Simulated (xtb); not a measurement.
F₃HOSn, SMILES [OH][Sn]([F])([F])[F]. All values are semi-empirical tight-binding results from xtb (GFN2-xTB unless named), good for trends rather than for accurate numbers. Geometry optimised at GFN2-xTB. The values are those of a single conformer.

For metal compounds this method's bond lengths and energies can be far off.

The point group as xtb finds it is Cs and the orbital gap is 4.90 eV. The zero-point energy is 9.8 kcal/mol. The G − E(el) at 298.15 K (modified RRHO) comes out as -11.7 kcal/mol.
